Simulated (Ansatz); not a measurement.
Relaxing a trial structure of FGaHNSi

The starting geometry of this gas-phase singlet was optimised with GFN2-xTB.

```xyz
5

F    -2.6329    1.0496   -0.7968
Ga   -1.5926   -0.4824   -0.9138
N     0.5553    2.9171    0.8879
Si    0.1522    1.5038    0.2769
H     0.3766    3.8697    1.1427
```

Q: Where would you expect an optimisation with B3LYP-D3(BJ)/def2-SVP to take it?

A: It rearranges, giving a structure given below by its coordinates. Contacts that open: F1–Ga2 (1.86 → 2.75 Å). Contacts that close: F1–Si4 (3.02 → 1.69 Å), Ga2–N3 (4.41 → 1.97 Å).

The energy falls by 1.78 eV over 57 steps:

| step | E − E(last) (eV) |
| --- | --- |
| 1 | 1.777 |
| 7 | 1.461 |
| 13 | 1.428 |
| 20 | 1.427 |
| 26 | 1.426 |
| 32 | 1.421 |
| 38 | 1.403 |
| 45 | 1.142 |
| 51 | 0.108 |
| 57 | 0.000 |

Final geometry (Å):

```yaml
atoms:
  - { symbol: F, position_ang: [-0.1905, 0.0544, -0.3563] }
  - { symbol: Ga, position_ang: [-2.3702, 1.7252, -0.4167] }
  - { symbol: N, position_ang: [-0.6782, 2.4005, 0.3265] }
  - { symbol: Si, position_ang: [0.6612, 1.3309, 0.3485] }
  - { symbol: H, position_ang: [-0.5636, 3.3468, 0.6949] }
```

Frequencies at the end are all real (lowest 60 cm⁻¹). Run with Ansatz 0.2.0, 3.1 min on 1 thread of Arm Neoverse V1 (shared host).
